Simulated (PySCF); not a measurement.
# Stretching TeF⁻

Set-up: Te def2-SVPD with ECP28, F def2-SVPD; scalar-relativistic core potentials (PySCF 2.14). Energies in eV from Te + F⁻ in their ground configurations at the same level. All curves are PBE0. state 1: ¹Σ⁺ (singlet), closed shell; state 2: ³Π (triplet), unpaired electrons σ ↑, π ↑, a second solution, started from another occupation; state 3: Ms = 0 determinant of mixed spin (⟨S²⟩ near 1.0), unpaired electrons σ ↑, π ↓, a second solution, started from another occupation.

| R (Å) | state 1 | state 2 | state 3 |
| --- | --- | --- | --- |
| 1.760 | -1.465 | 0.414 | 0.632 |
| 1.842 | -2.031 | -0.305 | -0.067 |
| 1.924 | -2.330 | -0.789 | -0.536 |
| 1.986 | -2.430 | -1.040 | -0.779 |
| 2.047 | -2.453 | -1.220 | -0.953 |
| 2.108 | -2.419 | -1.344 | -1.072 |
| 2.190 | -2.312 | -1.443 | -1.167 |
| 2.293 | -2.116 | -1.489 | -1.211 |
| 2.416 | -1.836 | -1.471 | -1.191 |
| 2.579 | -1.447 | -1.376 | -1.098 |

Task: Put a parabola through the three lowest points of the state 1 curve and estimate Re, k and ωe (reduced mass 16.57 u; 1 eV/Å² = 0.16022 mdyn/Å; ωe = 1302.8·√(k/μ) cm⁻¹).

Result: Through R = 1.986, 2.047, 2.108 Å the second-order coefficient is 7.66 eV/Å², so Re ≈ 2.041 Å, k ≈ 2.45 mdyn/Å and ωe ≈ 501 cm⁻¹. A polynomial fit of higher order to the unrounded PBE0 energies gives Re = 2.038 Å, k = 2.51 mdyn/Å, ωe = 507 cm⁻¹; anharmonicity and rounding make the difference.

The higher-order fit for each curve: state 1: Re = 2.038 Å, ωe = 507 cm⁻¹, De = 2.45 eV; state 2: Re = 2.318 Å, ωe = 282 cm⁻¹, minimum 1.49 eV below the ground-state fragments; state 3: Re = 2.316 Å, ωe = 280 cm⁻¹, minimum 1.21 eV below the ground-state fragments.

Spin–orbit coupling is left out, which matters for elements this heavy, above all for dissociation energies. For an ion De counts to the pair picked by the measured ionisation energies or electron affinities, which need not be the lowest pair at this level.
